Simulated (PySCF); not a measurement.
Compound: ClH6PSi2.
Atom-mapped SMILES: `[SiH3:1][PH:2][SiH2:3][Cl:4]` (hydrogens: H5, H6, H7 on Si1; H8 on P2; H9, H10 on Si3)

Theory: EOM-IP-CCSD/aug-cc-pVDZ in PySCF, restricted Hartree–Fock reference, frozen core, non-relativistic, gas phase, PBE0-D3(BJ)/def2-SVP geometry.

Hartree–Fock orbital energies give these Koopmans values (eV): HOMO 10.05, HOMO-1 11.33, HOMO-2 12.28, HOMO-3 12.60, HOMO-4 13.11, HOMO-5 13.80, HOMO-6 13.89, HOMO-7 14.54.

Q: What vertical ionisation energies does EOM-IP-CCSD give?

A: 
| leading hole (HF orbital) | Koopmans (eV) | EOM-IP-CCSD (eV) | change (eV) | one-hole share |
| --- | --- | --- | --- | --- |
| HOMO | 10.05 | 9.53 | -0.52 | 0.95 |
| HOMO-1 | 11.33 | 10.67 | -0.66 | 0.95 |
| HOMO-2 | 12.28 | 11.36 | -0.92 | 0.95 |
| HOMO-3 | 12.60 | 11.72 | -0.88 | 0.94 |
| HOMO-4 | 13.11 | 12.22 | -0.89 | 0.94 |
| HOMO-5 | 13.80 | 12.87 | -0.93 | 0.94 |
| HOMO-6 | 13.89 | 12.94 | -0.95 | 0.94 |
| HOMO-7 | 14.54 | 13.53 | -1.01 | 0.94 |

Q: Does the order of the lines follow the orbital energies?

A: Yes, no two lines change places. The corrections run from -1.01 to -0.52 eV, with a mean of -0.85 eV over the 8 lines; no line lies above its Koopmans value. Koopmans values leave out both the relaxation of the orbitals and the change in correlation energy.

Q: At what kinetic energies would He II light (40.81 eV) eject these electrons?

A: 31.28 eV (HOMO), 30.14 eV (HOMO-1), 29.45 eV (HOMO-2), 29.09 eV (HOMO-3), 28.59 eV (HOMO-4), 27.94 eV (HOMO-5), 27.87 eV (HOMO-6), 27.28 eV (HOMO-7).

Q: What total energy has the lowest final state, and which wavelength reaches it?

A: E(CCSD) + ionisation energy = -1382.22167 + 0.35018 = -1381.87149 Eh, at the geometry of the initial state. The threshold wavelength is 1239.84 eV nm/9.53 eV = 130.1 nm.

Lines less than 0.15 eV apart could change places at a higher level. One root was sought for each valence orbital with −ε under 21 eV, eight at most, so deeper holes and satellites are missing; no vibrational structure.

Conformer computed: `[SiH3:1][PH:2][SiH2:3][Cl:4]`: Si1–P2–Si3–Cl4 43°.

One conformer stands for the species.
